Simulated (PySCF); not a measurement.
PySCF input file for CH4AlClOSe, SMILES C[O][Al]([Cl])[SeH], ωB97X-D3(BJ)/def2-SVP. 

```python
import numpy as np
from pyscf import gto, scf, dft
import os
os.environ['JAX_PLATFORMS'] = 'cpu'
from ase import Atoms, units
from ase.calculators.calculator import Calculator, all_changes
from sella import Sella

mol = gto.M(
    atom='''
    Al    0.37949475   -0.39330406    0.09322108
    Cl    1.76825860   -0.61446356    1.55449383
    O     0.20092444   -1.47720405   -1.12921028
    C     0.03100794   -2.38349716   -2.18280560
    H    -0.02134848   -1.84305449   -3.13002539
    H     0.87163911   -3.07999884   -2.21301368
    H    -0.89446538   -2.94479353   -2.04050225
    Se   -1.06471649    1.39775782    0.01960152
    H    -0.54273557    2.02152994    1.20933666
    ''',
    basis='def2-SVP',
    charge=0,
    spin=0,
    max_memory=1600,
    verbose=3,
)
mf = dft.RKS(mol, xc='wb97x-d3bj').density_fit(auxbasis='def2-universal-jkfit')
mf.grids.level = 3
mf.conv_tol = 1e-9
mf.max_cycle = 100
mf.kernel()
grad = mf.nuc_grad_method()
grad.grid_response = mol.nao <= 150
scan = grad.as_scanner()
scan.verbose = scan.base.verbose = 0
class SCF(Calculator):
    implemented_properties = ['energy', 'forces']
    def calculate(self, atoms=None, properties=None, system_changes=all_changes):
        super().calculate(atoms, properties, system_changes)
        e, g = scan(mol.set_geom_(self.atoms.positions, unit='Angstrom', inplace=False))
        assert scan.converged
        self.results = {'energy': float(e) * units.Hartree, 'forces': -np.asarray(g) * units.Hartree / units.Bohr}
atoms = Atoms(mol.elements, mol.atom_coords(unit='Angstrom'), calculator=SCF())
conv = Sella(atoms, order=0, internal=True, allow_fragments=True).run(fmax=0.002, steps=150)
mol_eq = mol.set_geom_(atoms.positions, unit='Angstrom', inplace=False)
print(mol_eq.tostring(format='xyz'))
mf.reset(mol_eq)
mf.verbose = 3
mf.kernel()
```

It prints:

```
converged SCF energy = -3219.47164876768
     Step          Energy         fmax         cmax       rtrust          rho
Sella   0   -87606.285829       1.4122       0.0000       0.1000       1.0000
Sella   1   -87606.327411       1.4122       0.0000       0.1000       1.4671
Sella   2   -87606.353562       1.0456       0.0000       0.1000       1.0963
Sella   3   -87606.360178       0.4452       0.0000       0.1000       0.8234
Sella   4   -87606.363031       0.2278       0.0000       0.1000       1.4875
Sella   5   -87606.365728       0.1362       0.0000       0.1000       1.0241
Sella   6   -87606.366453       0.1162       0.0000       0.1000       1.6136
Sella   7   -87606.367887       0.1275       0.0000       0.1000       1.2634
Sella   8   -87606.368434       0.0928       0.0000       0.1000       1.5744
Sella   9   -87606.369942       0.1003       0.0000       0.1000       1.6948
Sella  10   -87606.375897       0.1292       0.0000       0.1000       1.4101
Sella  11   -87606.387959       0.2001       0.0000       0.1000       0.9596
Sella  12   -87606.397671       0.1188       0.0000       0.1000       0.9429
Sella  13   -87606.407125       0.1180       0.0000       0.1000       0.8905
Sella  14   -87606.413607       0.2202       0.0000       0.1000       0.8126
Sella  15   -87606.416487       0.2500       0.0000       0.1000       0.8541
Sella  16   -87606.417832       0.2414       0.0000       0.1000       1.6238
Sella  17   -87606.419231       0.1554       0.0000       0.1000       1.0338
Sella  18   -87606.419310       0.0322       0.0000       0.1000       1.5707
Sella  19   -87606.419386       0.0267       0.0000       0.1000       1.1741
Sella  20   -87606.419404       0.0107       0.0000       0.1000       1.5924
Sella  21   -87606.419440       0.0117       0.0000       0.1000       1.4883
Sella  22   -87606.419494       0.0207       0.0000       0.1000       1.5760
Sella  23   -87606.419603       0.0257       0.0000       0.1000       1.4819
Sella  24   -87606.419718       0.0320       0.0000       0.1000       1.3935
Sella  25   -87606.419789       0.0284       0.0000       0.1000       1.3626
Sella  26   -87606.419824       0.0266       0.0000       0.1000       1.3512
Sella  27   -87606.419844       0.0167       0.0000       0.1000       1.5003
Sella  28   -87606.419875       0.0094       0.0000       0.1000       1.5765
Sella  29   -87606.419939       0.0200       0.0000       0.1000       1.4842
Sella  30   -87606.419998       0.0296       0.0000       0.1000       1.3267
Sella  31   -87606.420023       0.0233       0.0000       0.1000       1.3979
Sella  32   -87606.420041       0.0132       0.0000       0.1000       1.4123
Sella  33   -87606.420052       0.0103       0.0000       0.1000       1.3105
Sella  34   -87606.420054       0.0087       0.0000       0.1000       1.2285
Sella  35   -87606.420055       0.0044       0.0000       0.1000       1.3410
9
XYZ from PySCF
Al          0.15942382       -0.27950510       -0.11474516
Cl          1.86831039       -0.74504323        1.00695658
O          -0.30119673       -1.25384332       -1.40470573
C           0.12538198       -2.41396832       -2.06288050
H           0.33425796       -2.19533973       -3.12427148
H           1.04186006       -2.83693610       -1.61228321
H          -0.66298959       -3.18534080       -2.02533262
Se         -1.10867309        1.54770785        0.38363354
H          -0.22153598        1.89849214        1.49827416
converged SCF energy = -3219.47658146429
```

The run converged.

Cost: very roughly 8 core-minutes.
